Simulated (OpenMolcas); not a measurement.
# Multiplet structure of Zr II

| Property | Result |
| --- | --- |
| Program | OpenMolcas |
| Method | CASSCF |
| Basis | ANO-RCC-VQZP [8s7p5d3f2g1h] |
| Scalar Hamiltonian | DKH2, point nucleus |
| Active space | 3 electrons in 6 orbitals (4d 5s) |
| State averaging | 2S+1 = 4 even, 20 roots; 2S+1 = 2 even, 70 roots kept (CI in the orbitals of an earlier block) |
| Spin-orbit coupling | RASSI with atomic mean-field integrals over the reference wave functions, term energies averaged over their components |

Spin-free terms above the lowest, with the occupations of the reference:

```csv
Configuration,Term,E (cm⁻¹),Occupations
4d² 5s,⁴F,0.0,4d 2.00 5s 1.00
4d³,⁴F,3435,4d 3.00
4d² 5s,²D(1),5758,4d 2.08 5s 0.92
4d³,²P,7543,4d 2.59 5s 0.41
4d² 5s,²F,8792,4d 2.10 5s 0.90
4d² 5s,⁴P,8902,4d 2.00 5s 1.00
4d³,²G,9875,4d 2.65 5s 0.35
4d³,⁴P,12336,4d 3.00
4d³,²H,15708,4d 3.00
4d² 5s,²G,18124,4d 2.35 5s 0.65
4d² 5s,²D(2),19701,4d 2.45 5s 0.55
4d² 5s,²D(3),20821,4d 1.69 5s 1.31
4d³,²F,26365,4d 2.90 5s 0.10
4d² 5s,²P,27613,4d 2.41 5s 0.59
4d² 5s,²S,32746,4d 2.00 5s 1.00
4d³,²D,39106,4d 2.77 5s 0.23
```

With spin-orbit coupling, above the lowest level:

| Configuration | Term | J | E (cm⁻¹) | Measured (cm⁻¹) | g | Term weight % | Second |
| --- | --- | --- | --- | --- | --- | --- | --- |
| 4d² 5s | ⁴F | 3/2 | 0.0 | 0.0 | 0.401 | 100 |  |
| 4d² 5s | ⁴F | 5/2 | 307 | 315 | 1.029 | 100 |  |
| 4d² 5s | ⁴F | 7/2 | 735 | 763 | 1.238 | 100 |  |
| 4d² 5s | ⁴F | 9/2 | 1271 | 1323 | 1.334 | 100 |  |
| 4d³ | ⁴F | 3/2 | 3397 | 2572 | 0.406 | 98 |  |
| 4d³ | ⁴F | 5/2 | 3734 | 2895 | 1.030 | 99 |  |
| 4d³ | ⁴F | 7/2 | 4168 | 3300 | 1.238 | 100 |  |
| 4d³ | ⁴F | 9/2 | 4674 | 3758 | 1.333 | 99 |  |
| 4d² 5s | ²D(1) | 3/2 | 6271 |  | 0.823 | 92 | 5 4d³ ²P |
| 4d² 5s | ²D(1) | 5/2 | 6557 |  | 1.200 | 96 |  |
| 4d³ | ²P | 1/2 | 8021 |  | 0.681 | 99 |  |
| 4d³ | ²P | 3/2 | 8444 |  | 1.315 | 92 | 5 4d² 5s ²D(1) |
| 4d² 5s | ²F | 5/2 | 9167 | 5753 | 0.866 | 98 |  |
| 4d² 5s | ⁴P | 1/2 | 9334 |  | 2.665 | 100 |  |
| 4d² 5s | ⁴P | 3/2 | 9547 |  | 1.727 | 99 |  |
| 4d² 5s | ²F | 7/2 | 9837 | 6468 | 1.138 | 98 |  |
| 4d² 5s | ⁴P | 5/2 | 9871 |  | 1.592 | 98 |  |
| 4d³ | ²G | 7/2 | 10460 |  | 0.894 | 98 |  |
| 4d³ | ²G | 9/2 | 10759 |  | 1.111 | 99 |  |
| 4d³ | ⁴P | 1/2 | 12806 |  | 2.660 | 99 |  |
| 4d³ | ⁴P | 3/2 | 13013 |  | 1.729 | 99 |  |
| 4d³ | ⁴P | 5/2 | 13249 |  | 1.601 | 100 |  |
| 4d³ | ²H | 9/2 | 16236 |  | 0.914 | 98 |  |
| 4d³ | ²H | 11/2 | 16633 |  | 1.091 | 100 |  |
| 4d² 5s | ²G | 7/2 | 18792 |  | 0.889 | 100 |  |
| 4d² 5s | ²G | 9/2 | 19003 |  | 1.108 | 98 |  |
| 4d² 5s | ²D(2) | 3/2 | 20158 |  | 0.802 | 99 |  |
| 4d² 5s | ²D(2) | 5/2 | 20654 |  | 1.201 | 99 |  |
| 4d² 5s | ²D(3) | 3/2 | 21285 |  | 0.800 | 99 |  |
| 4d² 5s | ²D(3) | 5/2 | 21762 |  | 1.200 | 100 |  |
| 4d³ | ²F | 7/2 | 27078 |  | 1.143 | 100 |  |
| 4d³ | ²F | 5/2 | 27167 |  | 0.858 | 100 |  |
| 4d² 5s | ²P | 1/2 | 28101 |  | 0.673 | 99 |  |
| 4d² 5s | ²P | 3/2 | 28535 |  | 1.332 | 99 |  |
| 4d² 5s | ²S | 1/2 | 33545 |  | 1.996 | 99 |  |
| 4d³ | ²D | 5/2 | 39861 |  | 1.200 | 100 |  |
| 4d³ | ²D | 3/2 | 39901 |  | 0.800 | 100 |  |

Against the 9 measured excited levels shown (NIST Handbook of Basic Atomic Spectroscopic Data) the mean absolute deviation is 1100 cm-1; the largest miss in energy is 4d² 5s ²F_5/2: computed 9167, measured 5753 cm⁻¹ (+59.4 %).

Spin-orbit coupling puts the lowest level 747 cm⁻¹ below the lowest spin-free term.

For ⁴F the intervals divided by the larger J are 122.9, 122.3, 119.1 cm-1. Landé's interval rule makes them equal in pure LS coupling; they differ by 3 % of their mean. The multiplet is regular.

Without dynamic correlation excited terms often stand tens of per cent too high (terms of higher spin than the ground term too low), and those without a measured partner can miss by more than the paired ones. Terms from blocks run as CI alone lack orbitals of their own. Configurations are named by rounded mean occupations; where the s occupation lies near a half they are strongly mixed, a name can repeat and a true partner stay unpaired. A single d shell beside an s shell can misplace configurations of different d count against each other. Measured partners are found by configuration, term and J. A level has none where our copy of the source lacks it or the pairing is in doubt (some pairs that miss far off the trend of their configuration count as doubtful), and it then counts in no deviation. Only configurations of the active space appear.

The term weight is that of the spin-free term in the level, not the purity of its configuration. A number in round brackets counts repeated terms of one configuration in the order of the reference energies.
